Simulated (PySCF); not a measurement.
**Basis and Hamiltonian dependence of the excitation energy of Te**

Te [Kr] 4d10 5s2 5p4 (3P) → Te [Kr] 4d10 5s2 5p3 6s1, s spin flipped. All values are computed (PySCF 2.14, energy differences of UHF-based or UKS calculations, no spin-orbit coupling). Values in eV.

```tsv
basis	Hamiltonian	functions	UHF	r2SCAN	PBE0	MP2 (valence)
aug-cc-pVDZ-PP with ECP28MDF	ECP	32	5.206	5.519	5.655	5.317
aug-cc-pVTZ-PP with one added diffuse shell each of d, f type with ECP28MDF	ECP	67	5.081	5.486	5.585	5.393
aug-cc-pVQZ-DK3	spin-free X2C	102	4.936	5.442	5.521	5.368
dyall-av2z	non-relativistic	130	5.487	5.812	5.913	5.564
```

Frozen in the all-electron rows: valence: [Kr] 4d10; with a core potential, the same shells as far as they lie outside it.

In the upper determinant the s electron has its spin opposite to the other open shell, which mixes two multiplicities. Non-relativistic rows lack the scalar-relativistic shift.
